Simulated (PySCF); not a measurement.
5,5-difluorooxolan-3-one (C4H4F2O2), SMILES O=C1COC(C1)(F)F. Coordinates come from a r2SCAN-D4/def2-SVP optimisation. Other conformers were not sampled.

Computed equilibrium geometry at r2SCAN-D4/def2-SVP (PySCF confirms it by a frequency run) as Cartesian coordinates in Å (one conformer of several):
```xyz
12

O     -2.3900    -0.9294     0.6098
C     -1.3579    -0.4749     0.1950
C     -1.1796     0.8951    -0.4605
O      0.1906     0.9730    -0.8286
C      0.9188     0.0789    -0.0764
F      1.3030     0.6666     1.0963
F      2.0400    -0.2116    -0.7501
C      0.0239    -1.1115     0.2098
H     -1.8090     0.9982    -1.3586
H     -1.4576     1.6909     0.2558
H      0.2465    -1.6270     1.1530
H      0.0974    -1.8315    -0.6226
```
Charge 0, spin multiplicity 1.
